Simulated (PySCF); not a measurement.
Compound: C8H12Si.
Numbering: `[CH2:1]=[CH:2]/[CH:3]=[CH:4]/[CH:5]=[CH:6]/[CH:7]=[CH:8]/[SiH3:9]` (hydrogens: H10, H11 on C1; H12 on C2; H13 on C3; H14 on C4; H15 on C5; H16 on C6; H17 on C7; H18 on C8; H19, H20, H21 on Si9)

Method used: PBE0-D3(BJ)/def2-SVP geometry optimisation, gas phase in PySCF 2.14.0.

Entries marked ? are missing. Bonds in one row agree within 0.01 Å.

| coordinate | value |
| --- | --- |
| C1=C2 | 1.343 Å |
| C2–C3 | 1.445 Å |
| C3=C4 | 1.355 Å |
| C4–C5 | 1.437 Å |
| C5=C6 | ? |
| C6–C7 | 1.443 Å |
| C7=C8 | ? |
| C8–Si9 | ? |
| C1–H10 | 1.094 Å |
| C1–H11 | 1.092 Å |
| C2–H12 | 1.097 Å |
| C3–H13 | 1.097 Å |
| C4–H14 | 1.097 Å |
| C5–H15 | 1.097 Å |
| C6–H16 | 1.097 Å |
| C7–H17 | 1.099 Å |
| C8–H18 | 1.099 Å |
| Si9–H19, Si9–H20, Si9–H21 | 1.497 Å |
| C1–C2–C3 | 124.3° |
| C2–C3–C4 | ? |
| C3–C4–C5 | ? |
| C4–C5–C6 | 124.4° |
| C5–C6–C7 | 123.8° |
| C6–C7–C8 | ? |
| C7–C8–Si9 | 123.6° |

Problem. Estimate the withheld lengths and angles.

Solution. 
- C5=C6 = 1.356 Å, drawn double (both ends alkene CH carbon); 0.10 Å below the sum of covalent radii, 1.46 Å.
- C7=C8 = 1.352 Å, drawn double (both ends alkene CH carbon); 0.11 Å below the sum of covalent radii, 1.46 Å.
- C8–Si9 = 1.862 Å, drawn single (alkene CH carbon to SiH3 silicon); 0.02 Å above the sum of covalent radii, 1.84 Å.
- C2–C3–C4 = 124.2°, at the alkene CH carbon; the outer atoms are 2.474 Å apart.
- C3–C4–C5 = 124.2°, at the alkene CH carbon; the outer atoms are 2.467 Å apart.
- C6–C7–C8 = 124.9°, at the alkene CH carbon; the outer atoms are 2.478 Å apart.

Radii are Cordero's, carbon taken as 0.76, 0.73 or 0.69 Å for four, three, and two or fewer neighbours.

Not checked by PBE0-D3(BJ)/def2-SVP frequencies. One conformer, not necessarily the lowest (C1–C2–C3–C4 180°, C3–C4–C5–C6 180°, C5–C6–C7–C8 180°).

Time: 2.0 min; peak memory 0.87 GiB. Hardware: one thread of an Arm Neoverse V1, shared host. This is the geometry optimisation.
